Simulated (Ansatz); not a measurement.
One change: `C[O][Zn][Cl]` becomes `C[O][ZnH]`.

Ansatz, PBE0-D4/def2-TZVP geometries, multiplicity 1. Each molecule was computed in one conformer, which needn't be the lowest.

Scalar relativity is left out up to krypton.

```tsv
property	`C[O][Zn][Cl]`
zero-point energy (PBE0-D4/def2-TZVP) / kJ/mol	111.5
HOMO–LUMO gap (PBE/def2-TZVPP) / eV	4.02
HOMO energy (PBE0/def2-TZVPP) / eV	-7.73
ideal-gas entropy at 298 K and 1 bar (rigid rotor, harmonic PBE0-D4/def2-TZVP) / J/(mol·K)	335
HOMO energy (B3LYP/def2-TZVPP) / eV	-7.51
HOMO–LUMO gap (PBE0/def2-TZVPP) / eV	6.44
```

**Question.** What does the change do to each property? (An estimate is asked.)

**Answer.** Computed: 
| property | `C[O][ZnH]` | shift |
| --- | --- | --- |
| zero-point energy (PBE0-D4/def2-TZVP) / kJ/mol | 124.6 | 13.1 |
| HOMO–LUMO gap (PBE/def2-TZVPP) / eV | 4.67 | 0.65 |
| HOMO energy (PBE0/def2-TZVPP) / eV | -7.29 | 0.44 |
| ideal-gas entropy at 298 K and 1 bar (rigid rotor, harmonic PBE0-D4/def2-TZVP) / J/(mol·K) | 300 | -35 |
| HOMO energy (B3LYP/def2-TZVPP) / eV | -7.08 | 0.43 |
| HOMO–LUMO gap (PBE0/def2-TZVPP) / eV | 6.89 | 0.45 |

With PBE0 the HOMO rises by 0.44 eV and the LUMO rises by 0.88 eV, so the gap widens by about 0.44 eV. PBE moves the HOMO by 0.40 eV and ωB97M-V by 0.42 eV.

B3LYP here is the variant with VWN-RPA as its local correlation; programs differ in this.
